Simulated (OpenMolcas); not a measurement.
A run on Tc3+ among 6 point charges of -1.5 e arranged as a trigonal prism (D3h), 2.21 Å from the ion, with a polar angle of 42.2° against the regular 49.1°.
```
   1.4852    0.0000    1.6365  -1.50
  -0.7426    1.2863    1.6365  -1.50
  -0.7426   -1.2863    1.6365  -1.50
   1.4852    0.0000   -1.6365  -1.50
  -0.7426    1.2863   -1.6365  -1.50
  -0.7426   -1.2863   -1.6365  -1.50
```

```
Program             : OpenMolcas 26.06
Method              : CASSCF
Basis               : ANO-RCC-VTZP [7s6p4d2f1g]
Scalar Hamiltonian  : DKH2, point nucleus
Active space        : 4 electrons in 5 orbitals (4d)
State averaging     : 2S+1 = 5 even, 5 roots; 2S+1 = 3 even, 45 roots; 2S+1 = 1 even, 50 roots
Spin-orbit coupling : RASSI with atomic mean-field integrals over the reference wave functions
```

68 basis functions. Blocks (2S+1, parity, CSFs, roots kept): 5, even, 5, 5; 3, even, 45, 45; 1, even, 50, 50.

Problem. How long do the RASSCF and RASSI steps take on 1 thread of Arm Neoverse V2, on a shared host?

Solution. About 25 s of wall time, without the integral step.
